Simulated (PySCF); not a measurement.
Cyclopentasilane, SMILES [SiH2]1[SiH2][SiH2][SiH2][SiH2]1 (H₁₀Si₅) (GFN2-xTB optimised geometry):

```
15

Si    -1.890    -2.074     1.168
Si    -1.850    -2.107    -1.168
Si    -0.434    -0.395    -1.890
Si     0.422     0.679     0.000
Si    -0.435    -0.395     1.890
H     -3.250    -1.850     1.672
H     -1.529    -3.380     1.732
H     -3.198    -1.963    -1.731
H     -1.408    -3.412    -1.674
H     -1.139     0.547    -2.768
H      0.641    -0.914    -2.743
H      0.083     2.107     0.000
H      1.890     0.679     0.000
H      0.642    -0.947     2.720
H     -1.106     0.551     2.790
```

Level of theory: PBE0/def2-TZVP in PySCF.

Question: What are the frontier orbital energies and the dipole moment?

Answer: HOMO-2 -8.52 eV, HOMO-1 -7.90 eV, HOMO -7.90 eV, LUMO -1.67 eV, LUMO+1 -0.33 eV; dipole moment 0.00 D.

On the same geometry PBE/def2-TZVP in PySCF gives HOMO-2 -7.38 eV, HOMO-1 -6.87 eV, HOMO -6.87 eV, LUMO -2.41 eV, LUMO+1 -1.12 eV; dipole moment 0.00 D.

Meta-Löwdin charges at PBE0/def2-TZVP: Si1 0.11, Si2 0.11, Si3 0.11, Si4 0.11, Si5 0.11, H6 -0.06, H7 -0.06, H8 -0.06, H9 -0.06, H10 -0.06, H11 -0.06, H12 -0.06, H13 -0.06, H14 -0.06, H15 -0.06.
